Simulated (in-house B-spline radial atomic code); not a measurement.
Checks on a self-consistent run for Mo V (Mo4+), [Kr] 4d1 6s1. Level of theory: Dirac-Hartree-Fock, average of configuration, Fermi nucleus of rms radius 4.4091 fm; calculated with an all-electron radial atomic-structure program (B-spline basis).

```json
{"orbital": "1s1/2", "q": "2", "ε (Eh)": "-741.65382", "<1/r>": "43.5516", "<r²>": "0.00166794", "small-component weight": "0.023472"}
{"orbital": "2s1/2", "q": "2", "ε (Eh)": "-109.42865", "<1/r>": "9.93906", "<r²>": "0.0276813", "small-component weight": "0.0048374"}
{"orbital": "2p1/2", "q": "2", "ε (Eh)": "-100.49529", "<1/r>": "9.87906", "<r²>": "0.0210147", "small-component weight": "0.0048101"}
{"orbital": "2p3/2", "q": "4", "ε (Eh)": "-96.55496", "<1/r>": "9.41194", "<r²>": "0.0223664", "small-component weight": "0.0046548"}
{"orbital": "3s1/2", "q": "2", "ε (Eh)": "-21.65356", "<1/r>": "3.41209", "<r²>": "0.207483", "small-component weight": "0.0012981"}
{"orbital": "3p1/2", "q": "2", "ε (Eh)": "-18.20002", "<1/r>": "3.30286", "<r²>": "0.206212", "small-component weight": "0.0012383"}
{"orbital": "3p3/2", "q": "4", "ε (Eh)": "-17.52602", "<1/r>": "3.1937", "<r²>": "0.215873", "small-component weight": "0.0011991"}
{"orbital": "3d3/2", "q": "4", "ε (Eh)": "-11.45192", "<1/r>": "2.98928", "<r²>": "0.203268", "small-component weight": "0.0010729"}
{"orbital": "3d5/2", "q": "6", "ε (Eh)": "-11.32590", "<1/r>": "2.96057", "<r²>": "0.206466", "small-component weight": "0.0010609"}
{"orbital": "4s1/2", "q": "2", "ε (Eh)": "-5.00037", "<1/r>": "1.24731", "<r²>": "1.32001", "small-component weight": "0.00029014"}
{"orbital": "4p1/2", "q": "2", "ε (Eh)": "-3.85418", "<1/r>": "1.14422", "<r²>": "1.5383", "small-component weight": "0.00025254"}
{"orbital": "4p3/2", "q": "4", "ε (Eh)": "-3.74844", "<1/r>": "1.11613", "<r²>": "1.59971", "small-component weight": "0.00024463"}
{"orbital": "4d3/2", "q": "0.4", "ε (Eh)": "-2.25586", "<1/r>": "0.891088", "<r²>": "2.43108", "small-component weight": "0.00016696"}
{"orbital": "4d5/2", "q": "0.6", "ε (Eh)": "-2.24430", "<1/r>": "0.884842", "<r²>": "2.45961", "small-component weight": "0.00016521"}
{"orbital": "6s1/2", "q": "1", "ε (Eh)": "-0.82506", "<1/r>": "0.286705", "<r²>": "23.6836", "small-component weight": "3.1632e-05"}
```

Electron-electron repulsion V_ee = 1454.2747 hartree.

(1) What total energy follows from the eigenvalues?

(2) Does the Dirac virial theorem hold?

(3) What diamagnetic shielding (Lamb formula) and susceptibility (Langevin formula) do the radii give?

Answers

(1) The eigenvalues count the repulsion twice, so E = Σqε - V_ee = -2588.727 - 1454.275 = -4043.001 hartree; the run printed -4043.001.

(2) For a point nucleus E = -2c²Σq·w, with w the small-component weight. Here Σq·w = 0.10764 and c = 137.0360, so the ratio E/(-2c²Σq·w) is 1.000027; the finite nucleus accounts for the departure from 1.

(3) σ = (α²/3)Σq<1/r> = 230.734/(3·137.036²) = 4095.6 ppm, and χ = -0.79199×10⁻⁶·Σq<r²> = -33.41×10⁻⁶ cm³/mol with Σq<r²> = 42.18 bohr². Both are non-relativistic formulas without the paramagnetism of open shells.
